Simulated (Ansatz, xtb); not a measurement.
## Relaxing a trial structure of GeH7Si2

The starting geometry of this gas-phase doublet has its atoms placed at random.

```xyz
10

Ge    1.0235   -0.6700   -0.9385
Si   -1.8415   -0.7640   -0.2930
Si    1.1269   -0.8753    1.2633
H    -2.0396    0.7832   -0.9962
H     0.4843    0.9297   -1.2733
H     1.1704    0.4004    2.0798
H    -1.3129   -0.9174   -1.6127
H     1.7695   -0.8358    0.1046
H     0.5011   -1.3290   -2.0111
H     1.9490    0.8207    0.2012
```

Problem. One run relaxed it with r2SCAN-D4/def2-SVP. What is a likely outcome?

Solution. It falls apart into GeH5Si2 + H2. Distances that change by over a tenth: Ge1–Si3 (2.21 → 2.79 Å), Ge1–H5 (1.72 → 1.53 Å), Ge1–H8 (1.29 → 1.73 Å), Ge1–H9 (1.36 → 1.53 Å), Si2–H4 (1.71 → 1.49 Å), Si3–H8 (1.33 → 1.72 Å). Contacts that open: Si3–H6 (1.52 → 3.30 Å). Contacts that close: Ge1–Si2 (2.94 → 2.33 Å), Si2–Si3 (3.35 → 2.38 Å), H6–H10 (2.08 → 0.76 Å).

The energy falls by 9.08 eV over 34 steps:

| step | E − E(last) (eV) |
| --- | --- |
| 1 | 9.082 |
| 5 | 2.515 |
| 8 | 1.770 |
| 12 | 1.238 |
| 16 | 1.022 |
| 19 | 0.348 |
| 23 | 0.009 |
| 27 | 0.003 |
| 30 | 0.001 |
| 34 | 0.000 |

Final geometry (Å):

```xyz
10

Ge    0.7500   -0.5666   -1.5330
Si   -1.1930   -0.5993   -0.2566
Si    0.4614   -1.8212    0.9456
H    -1.6134    0.7653    0.1782
H     1.7196    0.6204   -1.5613
H     1.1533    1.3706    1.4234
H    -2.3101   -1.3108   -0.9448
H     1.5764   -1.4772   -0.3126
H     0.9937   -1.5424   -2.6905
H     1.2928    2.1039    1.2759
```

From the same start GFN2-xTB ends elsewhere, at `[SiH2][SiH2][GeH3]`.

From so rough a start the end depends on the optimiser's path, so another program may land elsewhere. The end wasn't checked by frequencies. Open shells are spin-unrestricted. Run with Ansatz 0.2.0, 5.5 min on 2 threads of Arm Neoverse V2, on a shared host.
